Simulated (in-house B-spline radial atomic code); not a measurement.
Results of a calculation; reference values are marked as such.
**Weak and strong correlation along the adiabatic connection**

Two-electron singlets in several external potentials (atomic units), by full CI in B-splines with partial waves to l = 8 (correlation energies up to 0.6 % small). The repulsion is scaled by λ at fixed density; W(λ) is the mean repulsion less the Hartree energy, W(0) = E_x, and the area under W from 0 to 1 is E_xc.

One system gave this curve:

| λ | W (hartree) |
| --- | --- |
| 0 | -0.27559 |
| 0.02 | -0.27759 |
| 0.05 | -0.28045 |
| 0.12 | -0.28659 |
| 0.25 | -0.29629 |
| 0.4 | -0.30528 |
| 0.6 | -0.31463 |
| 0.8 | -0.32184 |
| 1 | -0.32756 |
| 1.4 | -0.33608 |
| 2 | -0.34456 |
| 3 | -0.35321 |
| 4.5 | -0.3607 |
| 7 | -0.3676 |

Which system is it?
A. −V exp(−r²/w²), V = 1.27, w = 8.88
B. ω²r²/2 − Z/r, ω = 0.558, Z = 1
C. −Z/r, Z = 7.48, wall at 0.668 bohr
D. ω²r²/2 − Z/r, ω = 3.73, Z = -0.5

A. The exchange energy sets the size: −V exp(−r²/w²), V = 1.27, w = 8.88: E_x = -0.276, E_c = -0.0319; −Z/r, Z = 7.48, wall at 0.668 bohr: E_x = -4.64, E_c = -0.0449; ω²r²/2 − Z/r, ω = 3.73, Z = -0.5: E_x = -1.42, E_c = -0.046; ω²r²/2 − Z/r, ω = 0.558, Z = 1: E_x = -0.75, E_c = -0.0383 hartree.
